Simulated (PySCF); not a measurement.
**Partial charges of `C=C[C@@]1(OCC)[SiH2][C@@H]1C`**

C7H14OSi.
Structure used (GFN2-xTB), in Å, numbered top down from 1:
```xyz
23
C7H14OSi angstrom
C     -1.5596    2.4385   -0.8677
C     -0.4994    1.6426   -0.8196
C     -0.4109    0.3537   -0.1257
O      0.7946   -0.3438   -0.3056
C      1.9091    0.2144    0.3480
C      3.0536   -0.7852    0.2847
Si    -1.2616    0.0596    1.5794
C     -1.6435   -0.5741   -0.1494
C     -1.4161   -2.0111   -0.5536
H     -2.4827    2.1982   -0.3678
H     -1.5404    3.3662   -1.4123
H      0.4064    1.9384   -1.3346
H      2.2097    1.1603   -0.1275
H      1.6464    0.4399    1.3969
H      3.2844   -1.0135   -0.7524
H      2.7694   -1.7075    0.7844
H      3.9364   -0.3738    0.7662
H     -0.5928   -0.8695    2.4704
H     -2.0584    1.1350    2.1356
H     -2.4765   -0.1282   -0.6843
H     -1.1928   -2.0701   -1.6182
H     -0.5755   -2.4354   -0.0123
H     -2.3043   -2.6077   -0.3516
```

Density: PBE0/pcSseg-1 (PySCF); schemes: Mulliken, IAO, Hirshfeld and ESP-fitted. Geometry: GFN2-xTB, one conformer, isolated molecule.

Task: Tabulate the Mulliken, IAO, Hirshfeld and ESP-fitted charges.

Result: In e; atoms taken as equivalent share a row and are averaged (×n: the atom named and its like, n in all):

| atom | environment | Mulliken | IAO | Hirshfeld | ESP-fitted |
| --- | --- | --- | --- | --- | --- |
| C1 | terminal =CH2 carbon | -0.174 | -0.350 | -0.119 | -0.392 |
| C2 | alkene CH carbon | -0.091 | -0.141 | -0.051 | -0.401 |
| C3 | sp3 carbon bound to oxygen | -0.131 | +0.001 | +0.008 | +0.383 |
| O4 | ether oxygen | -0.499 | -0.383 | -0.113 | -0.410 |
| C5 | sp3 carbon bound to oxygen | +0.028 | -0.032 | +0.004 | +0.372 |
| C6 | methyl carbon | -0.272 | -0.423 | -0.122 | -0.407 |
| Si7 | SiH2 silicon | +0.486 | +0.558 | +0.275 | -0.034 |
| C8 | sp3 carbon bound to silicon | -0.438 | -0.340 | -0.110 | -0.043 |
| C9 | methyl carbon | -0.167 | -0.405 | -0.120 | -0.490 |
| H10 | vinylic hydrogen | +0.112 | +0.138 | +0.040 | +0.151 |
| H11 | vinylic hydrogen | +0.114 | +0.153 | +0.044 | +0.185 |
| H12 | vinylic hydrogen | +0.099 | +0.153 | +0.046 | +0.229 |
| H13 | methylene hydrogen | +0.103 | +0.115 | +0.032 | -0.027 |
| H14 | methylene hydrogen | +0.091 | +0.113 | +0.022 | -0.045 |
| H15/H16/H17 | methyl hydrogen | +0.116 | +0.147 | +0.043 | +0.108 |
| H18 | Si–H hydrogen | -0.047 | -0.091 | -0.060 | +0.045 |
| H19 | Si–H hydrogen | -0.056 | -0.095 | -0.062 | +0.019 |
| H20 | methine hydrogen | +0.146 | +0.152 | +0.040 | +0.115 |
| H21/H22/H23 | methyl hydrogen | +0.116 | +0.145 | +0.039 | +0.141 |

Mean size of the charges over all atoms: IAO 0.197 e, ESP-fitted 0.196 e, Mulliken 0.163 e, Hirshfeld 0.066 e. Each set sums to the total charge, 0, to within 0.001 e. The ESP scheme fits charges at the nuclei, held to the total charge, to the electrostatic potential on points at 1.4 to 2.0 times the van der Waals radii.

Lowest charge. The schemes don't all agree: Mulliken O4 (-0.499); IAO C6 (-0.423); Hirshfeld C6 (-0.122); ESP-fitted C9 (-0.490).

Highest charge. The schemes don't all agree: Mulliken Si7 (+0.486); IAO Si7 (+0.558); Hirshfeld Si7 (+0.275); ESP-fitted C3 (+0.383).

Task: Sum the charges by element, for elements with more than one atom.

Result: 
```csv
element,atoms,Mulliken,IAO,Hirshfeld,ESP-fitted
C,7,-1.246,-1.691,-0.510,-0.977
H,14,+1.259,+1.516,+0.348,+1.420
```

Task: How closely do the schemes follow one another over all atoms?

Result: Correlation coefficient and root-mean-square difference: IAO with Hirshfeld 0.97, 0.157 e; Mulliken with IAO 0.93, 0.088 e; Mulliken with Hirshfeld 0.90, 0.135 e; IAO with ESP-fitted 0.66, 0.200 e; Hirshfeld with ESP-fitted 0.56, 0.211 e; Mulliken with ESP-fitted 0.52, 0.225 e.

Task: How many electrons does the ESP-fitted scheme count on O4?

Result: Z − q = 8 − (-0.410) = 8.410.

These values come from a run that also computed NMR shieldings. The run took 59 s wall (grids of density and orbitals included) on one thread of an Arm Neoverse V1, no GPU, on a shared host, and the process peaked at 1.1 GiB of memory.
